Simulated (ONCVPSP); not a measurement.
# Transferability test, ONCV potential for rhenium

Re, optimised norm-conserving Vanderbilt (ONCV), made with ONCVPSP 4.0.1 (PBE, scalar-relativistic). Core [Kr] 4d10 4f14, reference 5s2 5p6 5d5 6s1 (charge +1). Waves: 5s+6s: rc 1.45 bohr, ncon 4, nbas 7, qcut 7.9 1/bohr, 3 projectors, debl 3.3 Ha; 5p: rc 2.00 bohr, ncon 4, nbas 7, qcut 8.4 1/bohr, 1 projector; 5d: rc 1.85 bohr, ncon 3, nbas 6, qcut 5.9 1/bohr, 2 projectors, debl 2 Ha. Local part: polynomial inside 1.15 bohr (lpopt 5, dvloc0 0 Ha). Core correction: polynomial model core, fcfact 0.4.

Energies are relative to the spin-unpolarised reference configuration 5s2 5p6 5d5 6s1; without spin polarisation the order of configurations can differ from experiment.

| valence configuration | charge | ΔE all-electron (eV) | error AE − PS (meV) |
| --- | --- | --- | --- |
| 5s2 5p6 5d5 6s0 | +2 | 16.322 | -6.3 |
| 5s2 5p6 5d4 6s0 | +3 | 43.451 | -16 |
| 5s2 5p6 5d5.5 6s1.5 | 0 | -8.866 | +1.1 |

(1) What are ΔE and the potential's error for 5s2 5p6 5d5 6s2?

Results:

(1) ΔE = -9.248 eV all-electron; the error (AE − PS) is +2.5 meV.
